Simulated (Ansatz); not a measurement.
CH3BF, SMILES `C[B-]F` (excited triplet) (charge -1, multiplicity 3). This triplet is an excited state, 1.11 eV above the relaxed singlet at the level frozen-core CCSD(T)/aug-cc-pVDZ // B3LYP-D3(BJ)/def2-TZVPD (Ansatz, a quantum-chemistry and plane-wave program).

Method: CAM-B3LYP/aug-cc-pVTZ // B3LYP-D3(BJ)/def2-TZVPD run with Ansatz.

Ansatz 0.2 input:
```yaml
crystal:
  periodic: [false, false, false]
  atoms:
    - { symbol: C, position_ang: [-0.478921, 0.052199, -0.022861] }
    - { symbol: B, position_ang: [1.041495, 0.52243, -0.119812] }
    - { symbol: F, position_ang: [2.087481, -0.376923, 0.143373] }
    - { symbol: H, position_ang: [-0.729568, -0.773319, -0.719839] }
    - { symbol: H, position_ang: [-0.770241, -0.306036, 0.985034] }
    - { symbol: H, position_ang: [-1.150246, 0.881651, -0.265895] }
basis:
  gaussian: { orbitals: aug-cc-pVTZ }
hamiltonian:
  xc: cam_b3lyp
total_charge: -1
magnetization:
  spin_polarized: true
  initial_magnetization: 2
```

Output:

```
Functional definition: CAM-B3LYP
830 factors; their error is unknown
338 factors; integrals over basis functions are off by at most 2.6e-5 eV
mean field evaluation 1: about -4473.5787 eV, gradient 3.2e1 eV
mean field evaluation 2: about -4473.0808 eV, gradient 4.0e1 eV
mean field evaluation 4: about -4477.8800 eV, gradient 2.0e0 eV
mean field evaluation 8: about -4477.9309 eV, gradient 8.8e-2 eV
mean field evaluation 16: about -4477.9150 eV, gradient 2.7e-3 eV
mean field evaluation 32: about -4477.9438 eV, gradient 3.5e-4 eV
mean field evaluation 64: about -4477.9208 eV, gradient 2.9e-1 eV
a density is far from that of the atoms, so the factors are made again for it
1223 factors; integrals over basis functions are off by at most 9.3e-4 eV
353 factors; integrals over basis functions are off by at most 2.6e-5 eV
mean field -4477.94372676 eV, -164.5613966992 hartree, gradient 5.5e-6 eV, S^2 2.002096; 0 other end points of the search recorded, 0 dependent functions left out
reference -4477.94382317 eV, -164.5614002420 hartree; 13, 11 occupied and 194, 196 virtual orbitals, 1223 factors
Total energy: -4477.94382317 eV, -164.5614002420 hartree
```
